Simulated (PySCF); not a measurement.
Reaction (SMILES): N#P (N-P) + H+ → [NH+]#P
B3LYP-D3(BJ)/def2-TZVP geometries, fixed; electronic energies without zero-point terms; positive where energy is released.

Energies in hartree at PBE with PySCF; the proton affinity is their sum with the coefficients shown, times 627.509 kcal/mol a hartree; the bare proton counts zero. All functions are spherical. Density fitting with generated auxiliary sets. The proton sits at the site shown, which need not be the one that binds it best. No added dispersion term, no relativity.

```json
[
 {"species": "N#P (N-P)", "coefficient": "+1", "part": "PBE", "cc-pV(D+d)Z": "-395.85495", "cc-pV(T+d)Z": "-395.88524", "cc-pV(Q+d)Z": "-395.89376"},
 {"species": "[NH+]#P", "coefficient": "-1", "part": "PBE", "cc-pV(D+d)Z": "-396.16649", "cc-pV(T+d)Z": "-396.19759", "cc-pV(Q+d)Z": "-396.20574"}
]
```

**Question.** Predict the proton affinity in cc-pV(5+d)Z (X = 5): let each PBE step shrink by the ratio of the last two. Compare with the run.

**Answer.** 
- N#P (N-P): steps -0.03029 and -0.00852, ratio 0.281, so PBE -395.89615 (run: -395.89885).
- [NH+]#P: steps -0.03110 and -0.00815, ratio 0.262, so PBE -396.20788 (run: -396.21048).
Predicted 195.61 kcal/mol; the run in cc-pV(5+d)Z gives 195.55, a miss of 0.06. Keeping the value in cc-pV(Q+d)Z, 195.77, would miss by 0.22. All sums are of the energies as printed.
